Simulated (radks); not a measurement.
The numbers below are computed, except where a source is named.
Task: Species: As. Configuration: [Ar] 3d9.5 4s2 4p3.5 (fractional occupations, a model configuration). Code: a radial shooting solver on a logarithmic mesh with Libxc functionals. Model: scalar-relativistic Kohn-Sham, r2SCAN, spin-unpolarised, spherical densities, finite nucleus; meta-GGA in the generalised Kohn-Sham scheme; Fermi nuclear charge, rms radius 4.0968 fm. Some entries of the table are withheld. Estimate them.

orbital,occ.,eigenvalue (hartree),r(max) (bohr),<r^2> (bohr^2)
1s,2,-432.1037,0.02974,(1)
2s,2,-55.36673,0.1699,0.04838
2p,6,-48.50385,0.1364,0.03846
3s,2,-7.40426,0.5201,0.4074
3p,6,-5.24996,0.5197,0.4407
3d,9.5,-1.72290,0.4759,(2)
4s,2,(3),(4),4.173
4p,3.5,-0.22131,1.908,6.893

Result: 
(1) 1s <r^2> (bohr^2): 0.002788
(2) 3d <r^2> (bohr^2): 0.5535
(3) 4s eigenvalue (hartree): -0.59567
(4) 4s r(max) (bohr): 1.590
